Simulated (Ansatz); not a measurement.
`O[SiH2]CBr` + HI → `BrCI` + `O[SiH3]`  (substitution at a C–Si bond)

Computed with Ansatz on PBE0-D4/def2-TZVP structures; ΔE is electronic, products minus reactants. CCSD(T)/CBS adds triple-zeta CCSD(T) − MP2 to the extrapolated MP2 energy (def2 sets, frozen cores). Functionals use def2-TZVPP. Elements past krypton have def2 core potentials. For Br, I outer-core shells are correlated without core-valence functions, which leaves a few kJ/mol of doubt a bond. Scalar relativity is left out up to krypton. One conformer a species, not always the lowest.

```
        level  ΔE (kJ/mol)
   r2SCANh-D4         66.6
       revPBE         55.0
       r2SCAN         64.6
MP2/CBS(def2)         54.8
```

Question: What does CCSD(T)/CBS give? (Best estimate.)

Answer: Ansatz gave: +60.0 kJ/mol. The listed levels differ from it by 6.6, -5.0, 4.6, -5.2 kJ/mol.

Question: What do rigid-rotor, harmonic-oscillator terms from PBE0-D4/def2-TZVP frequencies (298.15 K, 1 bar) make of the CCSD(T)/CBS value? (An estimate is asked.)

Answer: Computed: ΔZPE = +4.8 kJ/mol, ΔH = +62.5 kJ/mol, ΔS = 18 J/(mol·K), ΔG = +57.0 kJ/mol.

Largest T1 diagnostic among the species: 0.011.

Leaving LDA and LC-ωPBE aside and taking each functional with its dispersion term where it has one, the values, not all of them listed here, spread over 13.8 kJ/mol, from BLYP-D4 to r2SCAN0-D4. LDA lies +10.0 kJ/mol from PBE without D4. At CCSD(T), def2-SVP lies +8.9 kJ/mol from the extrapolated value and def2-TZVPP +3.7 kJ/mol. From BLYP to BHLYP (50 % exact exchange), in def2-TZVPP and without D4, ΔE moves by +11.5 kJ/mol.
